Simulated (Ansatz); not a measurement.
`C[CH2][InH][NH2]` and `C[CH2][GaH][NH2]` differ in one element.

Ansatz, PBE0-D4/def2-TZVP geometries, multiplicity 1. Each molecule was computed in one conformer, which needn't be the lowest.

Elements past krypton have def2 core potentials. Scalar relativity is left out up to krypton.

| property | `C[CH2][InH][NH2]` |
| --- | --- |
| HOMO–LUMO gap (PBE/def2-TZVPP) / eV | 4.00 |
| HOMO energy (PBE0/def2-TZVPP) / eV | -6.70 |
| HOMO–LUMO gap (B3LYP/def2-TZVPP) / eV | 5.49 |
| size of the dipole moment (ωB97M-V/def2-TZVPP) / D | 0.60 |
| HOMO energy (ωB97M-V/def2-TZVPP) / eV | -9.09 |
| LUMO energy (PBE/def2-TZVPP) / eV | -1.41 |

(1) Give the same properties after the change, and the shifts. (Best estimate.)

Results:

(1) The calculation gave: 
```csv
property,`C[CH2][GaH][NH2]`,shift
HOMO–LUMO gap (PBE/def2-TZVPP) / eV,4.79,0.79
HOMO energy (PBE0/def2-TZVPP) / eV,-7.17,-0.47
HOMO–LUMO gap (B3LYP/def2-TZVPP) / eV,6.39,0.90
size of the dipole moment (ωB97M-V/def2-TZVPP) / D,0.69,0.09
HOMO energy (ωB97M-V/def2-TZVPP) / eV,-9.57,-0.48
LUMO energy (PBE/def2-TZVPP) / eV,-1.06,0.35
```

With PBE0 the HOMO falls by 0.47 eV and the LUMO rises by 0.45 eV, so the gap widens by about 0.92 eV. PBE moves the HOMO by -0.42 eV and ωB97M-V by -0.48 eV. Dipoles are sizes alone; their direction can turn.

B3LYP here is the variant with VWN-RPA as its local correlation; programs differ in this.
